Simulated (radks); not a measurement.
Task: The boron ion B4+, 1s1. Method: non-relativistic Kohn-Sham, PBE, spin-polarised, spherical densities, point nucleus; computed with a radial shooting solver on a logarithmic mesh with Libxc functionals. Every spin shell is full or empty, so the densities are truly spherical. Functionals are evaluated on that one density, not self-consistently. Rank these orbital-free kinetic functionals by their error against the exact value of the orbitals, and give that value: Thomas-Fermi, von Weizsacker, TF + vW, LC94, Perdew 92, Thakkar, LKT, Ernzerhof.

Result: Exact: 12.4679 hartree. From best to worst, with 100 (|E| - |E exact|)/|E exact| (equal figures are ties): von Weizsacker 0.00, LC94 +2.24, Thakkar +2.44, Perdew 92 +2.76, Ernzerhof +6.64, Thomas-Fermi -8.37, LKT +62.57, TF + vW +91.63.
